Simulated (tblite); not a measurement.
Compound: C3H8AsBO.
Bonds: O1–B2, B2–As3, B2–C4, C4–C5, C5–C6, C4–C6. Hydrogens: H7 on O1; H8, H9 on As3; H10 on C4; H11, H12 on C5; H13, H14 on C6.

Computed with GFN2-xTB (tblite), gas phase: L-BFGS steps from a force-field or distance-geometry start until the largest atomic force falls under 0.01 eV/Å.

Step 13: E = -494.2016 eV
```
atom  x, y, z in Å  |  force x, y, z in eV/Å
O1      1.6792   -1.3615    0.8727   -0.597   0.449  -0.557
B2      0.8770   -0.3928    0.3572    0.653  -0.411  -0.083
As3     1.9191    0.7689   -0.9665    0.502   0.212   0.227
C4     -0.6631   -0.1535    0.5630    0.334   0.173   0.420
C5     -1.6378   -0.4412   -0.5457    0.020  -0.418   0.130
C6     -1.3450    0.9590   -0.1986   -0.025   0.130   0.013
H7      1.3449   -2.1519    1.2875   -0.279  -0.020   0.430
H8      2.3785    1.6949    0.1434   -0.203   0.050  -0.189
H9      3.2239    0.0305   -0.7505   -0.208  -0.023  -0.107
H10    -1.0747   -0.3110    1.5559    0.019  -0.141   0.070
H11    -1.2613   -0.8478   -1.4579    0.206  -0.136  -0.454
H12    -2.5616   -0.8723   -0.2310   -0.541  -0.140  -0.026
H13    -2.1136    1.5534    0.2500   -0.228   0.081   0.377
H14    -0.7661    1.5245   -0.9017    0.346   0.194  -0.252
```

Step 14: E = -494.2489 eV
```
atom  x, y, z in Å  |  force x, y, z in eV/Å
O1      1.6774   -1.3720    0.8322   -0.843  -0.164   0.026
B2      0.8859   -0.3854    0.3461    0.444  -0.495  -0.085
As3     1.9333    0.7768   -0.9602    0.412   0.184   0.063
C4     -0.6608   -0.1626    0.5641    0.412   0.290   0.375
C5     -1.6390   -0.4470   -0.5423    0.075  -0.357   0.064
C6     -1.3374    0.9556   -0.1902   -0.153   0.151  -0.132
H7      1.3194   -2.1332    1.3196    0.053   0.544  -0.052
H8      2.3662    1.7151    0.1454   -0.111   0.003  -0.147
H9      3.2260    0.0123   -0.7566   -0.203   0.073  -0.038
H10    -1.0727   -0.3129    1.5567    0.049  -0.178   0.112
H11    -1.2530   -0.8449   -1.4591    0.108  -0.118  -0.332
H12    -2.5706   -0.8760   -0.2325   -0.366  -0.077  -0.077
H13    -2.1136    1.5481    0.2540   -0.147   0.049   0.363
H14    -0.7618    1.5256   -0.8995    0.271   0.095  -0.140
```

Step 15: E = -494.2905 eV
```
atom  x, y, z in Å  |  force x, y, z in eV/Å
O1      1.6405   -1.3818    0.8244    0.052  -0.194  -0.018
B2      0.9014   -0.3848    0.3337   -0.216  -0.238  -0.052
As3     1.9646    0.7918   -0.9463    0.087   0.058  -0.225
C4     -0.6523   -0.1653    0.5676    0.187   0.354   0.098
C5     -1.6417   -0.4631   -0.5353    0.156  -0.056  -0.024
C6     -1.3310    0.9535   -0.1856   -0.264   0.025  -0.270
H7      1.3122   -2.1247    1.3388   -0.232   0.236   0.084
H8      2.3465    1.7469    0.1481    0.073  -0.044  -0.011
H9      3.2350   -0.0086   -0.7842   -0.105   0.168   0.124
H10    -1.0648   -0.3096    1.5619    0.125  -0.175   0.090
H11    -1.2405   -0.8471   -1.4650   -0.096  -0.038   0.025
H12    -2.6010   -0.8772   -0.2448    0.131   0.051  -0.135
H13    -2.1138    1.5401    0.2726    0.057  -0.042   0.195
H14    -0.7558    1.5293   -0.9081    0.043  -0.105   0.122
```

**Question.** Estimate the geometry and energy of step 16. (The exact step hangs on the optimiser's Hessian estimate; all steps are aligned on step 15, rigid shifts and turns removed.)

**Answer.** E = -494.3060 eV, largest force 0.608 eV/Å
```
atom  x, y, z in Å  |  force x, y, z in eV/Å
O1      1.6477   -1.3844    0.8089   -0.171  -0.513   0.279
B2      0.9008   -0.3909    0.3297   -0.173  -0.021  -0.159
As3     1.9644    0.7919   -0.9503    0.044   0.056  -0.222
C4     -0.6482   -0.1597    0.5714    0.051   0.267   0.024
C5     -1.6368   -0.4644   -0.5354    0.119  -0.011   0.036
C6     -1.3351    0.9543   -0.1881   -0.155  -0.040  -0.147
H7      1.2995   -2.1125    1.3468   -0.037   0.426  -0.116
H8      2.3487    1.7428    0.1457    0.052  -0.024   0.006
H9      3.2283   -0.0053   -0.7743   -0.044   0.126   0.099
H10    -1.0653   -0.3164    1.5636    0.147  -0.131   0.048
H11    -1.2413   -0.8471   -1.4676   -0.066  -0.039   0.036
H12    -2.5960   -0.8788   -0.2426    0.149   0.045  -0.138
H13    -2.1155    1.5416    0.2743    0.062  -0.061   0.160
H14    -0.7519    1.5284   -0.9043    0.022  -0.078   0.095
```

The energy changes by -0.0155 eV. The first-order estimate −F·Δx gives -0.0214 eV and the mean of the old and new forces, exact on a quadratic surface, -0.0154 eV. The step makes an angle of 49° with the force vector and moves no atom by more than 0.019 Å.

The cost below is that of the whole relaxation. On Arm Neoverse V1, one thread, shared host, this took 0.55 s.
